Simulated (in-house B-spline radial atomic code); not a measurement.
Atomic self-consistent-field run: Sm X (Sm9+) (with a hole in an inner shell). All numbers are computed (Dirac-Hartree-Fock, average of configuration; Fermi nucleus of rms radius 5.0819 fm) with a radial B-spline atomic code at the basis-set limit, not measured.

Command:
```bash
python run_scf.py task.json out
```
Settings (nuclear radius in fm, mass in u):
```
Z                62
configuration    1s2 2s2 2p6 3s2 3p6 3d10 4s2 4p6 4d10 4f4 5p3
hamiltonian      dirac
method           hf
spin_polarised   False
nucleus          fermi
rms_radius       5.0819
atomic_mass      151.91974
speed_of_light   137.035999084
```

Output (hartree, bohr):
```
 radial grid: 66 intervals, B-splines of order 8, outer radius 14.9485 bohr

 iter        energy (Eh)    residual
    1      -10356.501031    1.82e+00
    2      -10392.191197    1.04e+00
    3      -10404.943609    2.75e-01
    4      -10406.020639    6.16e-02
    5      -10406.079046    3.77e-02
    6      -10406.099659    3.06e-03
    7      -10406.099791    2.97e-04
    8      -10406.099792    1.90e-05
    9      -10406.099792    1.39e-06
   10      -10406.099792    4.60e-08

 total energy                    -10406.09979
 kinetic                           11281.9572
 electron-nucleus                 -25216.0630
 electron-electron                  3528.0060

 first-order corrections (not in the total)
   Gaunt                            10.3813
   retardation                      -1.0887
   frequency dependence             -0.1338
   self-energy                       7.2230
   Uehling                          -1.1312
   Wichmann-Kroll                    0.0339
   recoil                            0.0244

 orbital      occ     eigenvalue          <r>       <r^2>       <1/r>       r_max    small
 1s1/2      2.000     -1736.6968    0.0227385 0.000704656     68.8103     0.01449  5.31e-02
 2s1/2      2.000      -292.5710    0.0964011   0.0110321     16.3722     0.08223  1.17e-02
 2p1/2      2.000      -276.9115    0.0808212  0.00806767     16.3106     0.06244  1.17e-02
 2p3/2      4.000      -254.6926    0.0874038  0.00930381     14.5506     0.06804  1.09e-02
 3s1/2      2.000       -70.1681     0.253598   0.0736227     5.96842      0.2333  3.69e-03
 3p1/2      2.000       -63.4210     0.243621   0.0690077     5.87218      0.2207  3.62e-03
 3p3/2      4.000       -58.8259     0.256076   0.0760488     5.43275      0.2325  3.40e-03
 3d3/2      4.000       -47.2707     0.228111   0.0612518     5.29195      0.1857  3.26e-03
 3d5/2      6.000       -46.2864     0.232017    0.063231     5.18145      0.1891  3.20e-03
 4s1/2      2.000       -18.9958      0.57706    0.375149     2.46941      0.5389  1.14e-03
 4p1/2      2.000       -16.3370     0.590148    0.395266     2.36858      0.5448  1.07e-03
 4p3/2      4.000       -15.3048     0.615885    0.430179      2.2321      0.5688  1.01e-03
 4d3/2      4.000       -10.8293     0.651778    0.489724     2.02385      0.5798  8.56e-04
 4d5/2      6.000       -10.6397     0.661042    0.503459     1.98831      0.5879  8.36e-04
 4f5/2      1.714        -5.6501     0.764016    0.699629     1.60336      0.5852  5.66e-04
 4f7/2      2.286        -5.6261     0.768873    0.708196     1.59219      0.5893  5.60e-04
 5p1/2      1.000        -5.5018      1.35366     2.04092    0.978564       1.268  2.73e-04
 5p3/2      2.000        -5.2971      1.40427     2.19366    0.933646       1.318  2.56e-04
```

Time taken, with all properties: 2.3 s on 1 thread of Arm Neoverse N1 (shared host).

For the Dirac Hamiltonian the kinetic term is c α·p + (β - 1)c².
